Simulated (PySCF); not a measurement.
Ti(H)3(OSiH3) (H₆OSiTi), SMILES [TiH3][O][SiH3], multiplicity 1. Atoms are numbered in the order given.

```xyz
9

Ti     0.0000     0.0000     1.4430
H      0.4187    -1.5558     1.9749
H      1.1380     1.1405     1.9749
H     -1.5568     0.4153     1.9749
O      0.0000     0.0000    -0.3039
Si     0.0000     0.0000    -1.9887
H      0.3516    -1.3639    -2.4659
H      1.0054     0.9865    -2.4659
H     -1.3570     0.3775    -2.4659
```
Charge 0, spin multiplicity 1.

Coordinates come from a B3LYP-D3(BJ)/def2-SVP optimisation. A frequency run showed that this geometry is not a minimum. The spin state was assumed, not searched. The structure was generated by enumeration; whether it is a known compound was not checked.

The numbers are results of PBE0/pcSseg-1 (PySCF), not measurements.

GIAO shieldings, no solvent; atoms alike by connectivity are averaged. δ = σ(ref) − σ: ¹H against TMS (σ = 31.56 ppm); ¹⁷O against H2O (σ = 334.2 ppm); ²⁹Si against TMS (σ = 352.7 ppm), references at their B3LYP-D3(BJ)/def2-TZVP geometries, non-relativistic.

```csv
nucleus,atoms,count,δ (ppm)
¹H,"H2, H3, H4",3,8.14
¹H,"H7, H8, H9",3,5.83
¹⁷O,O5,1,402.5
²⁹Si,Si6,1,-23.3
```
